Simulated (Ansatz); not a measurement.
C₂H₆AlIO (`[CH3][Al]([I])[CH2]O`), relaxed with RKS PBE-D4/def2-SVP in Ansatz from a rough embedded geometry. The force threshold is 0.03 eV/Å; the program also tests the step.

The species carries charge 0 and has multiplicity 1. I: def2 effective core potential.

Start:

```xyz
11

C     0.482    1.000    1.483
Al   -0.750   -0.083    0.394
I    -3.160   -0.338    1.187
C    -0.225   -0.959   -1.346
O     1.201   -0.682   -1.552
H     0.931    1.800    0.861
H     1.360    0.311    1.773
H     0.003    1.347    2.354
H    -0.331   -2.067   -1.195
H    -0.782   -0.571   -2.141
H     1.272    0.241   -1.818
```

| step | energy (eV) | largest force (eV/Å) | largest move (Å) |
| --- | --- | --- | --- |
| 1 | -18903.4195 | 2.788 | 0.000 |
| 2 | -18903.6496 | 1.144 | 0.067 |
| 3 | -18903.6849 | 0.220 | 0.049 |
| 4 | -18903.6881 | 0.042 | 0.029 |
| 5 | -18903.6895 | 0.046 | 0.046 |
| 6 | -18903.6902 | 0.062 | 0.054 |
| 7 | -18903.6907 | 0.033 | 0.031 |
| 8 | -18903.6911 | 0.024 | 0.052 |
| 9 | -18903.6913 | 0.055 | 0.061 |
| 10 | -18903.6915 | 0.032 | 0.007 |
| 11 | -18903.6918 | 0.015 | 0.028 |
| 12 (rejected) | -18903.6916 | 0.097 | 0.100 |
| 13 | -18903.6921 | 0.009 | 0.049 |
| 14 (rejected) | -18903.6913 | 0.136 | 0.099 |
| 15 | -18903.6923 | 0.010 | 0.027 |

End:

```xyz
11

C     0.485    1.008    1.469
Al   -0.751   -0.068    0.394
I    -3.113   -0.411    1.183
C    -0.221   -0.908   -1.335
O     1.205   -0.880   -1.506
H     0.662    1.989    0.974
H     1.473    0.508    1.554
H     0.100    1.213    2.487
H    -0.517   -1.980   -1.290
H    -0.775   -0.511   -2.223
H     1.453    0.040   -1.707
```

It took 20 s on 4 threads of an Intel Xeon Platinum 8259CL on a shared host, with 0.19 GiB of host memory at the peak.
